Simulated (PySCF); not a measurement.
Sb(Br)2(OH) (Br2HOSb), SMILES [OH][Sb]([Br])[Br].

The structure is a stationary point at PBE0-D3(BJ)/def2-SVP. The structure was generated by enumeration; whether it is a known compound was not checked. The def2 effective core potentials stand for the cores of Sb; spin–orbit coupling is left out. One conformer was computed; it need not be the lowest.

Calculation: PBE/def2-TZVP (PySCF).

Gas-phase values at a fixed geometry.

* **total energy**: -5463.69159 hartree
* **point group**: Cs
* **highest occupied level**: -7.10 eV
* **lowest empty level**: -2.74 eV
* **orbital gap**: 4.36 eV
* **dipole moment**: 1.23 D
* **quadrupole, principal values (traceless, Buckingham form, about the centre of nuclear charge)**: -4.32, -4.29, 8.61 D·Å
* **mean static polarisability**: 85.4 bohr³ (12.66 Å³)
* **polarisability, principal values**: 66.5, 84.3, 105.4 bohr³
